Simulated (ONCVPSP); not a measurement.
**Configuration tests for calcium (ONCV)**

ONCVPSP 4.0.1 input, shortened (lines: element, Z, core and valence counts, functional; n l f; lmax; l rc ep ncon nbas qcut; lloc lpopt rc5 dvloc0; l nproj debl; icmod fcfact rcfact), PW91, scalar-relativistic:

```
  Ca 20.00    3    4  -109134      upf
    1    0    2.00
    2    0    2.00
    2    1    6.00
    3    0    2.00
    3    1    6.00
    4    0    1.00
    4    1    1.00
    2
    0    1.55    0.00    5    9    7.70
    1    2.15    0.00    5    8    7.10
    2    1.85    0.22    4    8    6.00
    4    5    1.25    3.00
    0    2    3.90
    1    3    1.80
    2    2    1.30
    3    3.50    1.20
```

In the d channel the program set the typed energies aside and used -0.113, 1.187 Ha.

Energies are relative to the spin-unpolarised reference configuration 3s2 3p6 4s1 4p1; without spin polarisation the order of configurations can differ from experiment.

| valence configuration | charge | ΔE all-electron (eV) | error AE − PS (meV) |
| --- | --- | --- | --- |
| 3s2 3p6 4s2 4p0 | 0 | -2.429 | 0.0 |
| 3s2 3p6 4s0 4p0 | +2 | 15.772 | -0.5 |
| 3s2 3p6 4s0 4p1 | +1 | 6.954 | -0.2 |

(1) What are ΔE and the potential's error for 3s2 3p6 4s1 4p0?

## Answers

(1) ΔE = 3.912 eV all-electron; the error (AE − PS) is -0.2 meV.
